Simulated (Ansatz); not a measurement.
Reaction (formal exchange of groups at the Sn–C bond): `CS[CH2][SnH3]` + `Fc1ccccc1` → `[SnH3][c]1ccccc1` + `CSCF`

Calculated with Ansatz (gas phase, PBE0-D4/def2-TZVP geometries, no zero-point term in ΔE). CCSD(T)/CBS is the MP2 limit (def2-TZVPP, def2-QZVPP) plus CCSD(T) − MP2 in def2-TZVPP, frozen cores. DFT in def2-TZVPP. B3LYP here is the variant with VWN-RPA as its local correlation; programs differ in this. Elements past krypton have def2 core potentials. For Sn outer-core shells are correlated without core-valence functions, which leaves a few kJ/mol of doubt a bond. Each species was taken in one conformer, which may not be the lowest.

Is it downhill or uphill in electronic energy at CCSD(T)/CBS, and by how much? (Estimate.)

Ansatz gave: Uphill: ΔE = +2.5 kcal/mol.

What do these levels give: r2SCAN-D4, PBE0-D4, B3LYP-D4, ωB97X-V, B2PLYP, CCSD/def2-TZVPP? (Estimate.)

Computed: r2SCAN-D4 4.1, PBE0-D4 3.8, B3LYP-D4 2.6, ωB97X-V 3.4, B2PLYP 2.7, CCSD/def2-TZVPP 2.4 kcal/mol.

Largest T1 diagnostic among the species: 0.012.

The D4 term adds −0.9 kcal/mol with B3LYP and −0.5 kcal/mol with PBE0; it sums over pairs of atoms, weighted by their polarisabilities, and B3LYP, whose exchange is more repulsive, gets the larger term. In def2-TZVPP, CCSD(T) changes the Hartree–Fock value by −1.1 kcal/mol (the triples alone add −0.4 kcal/mol) and MP2 by −1.7 kcal/mol.
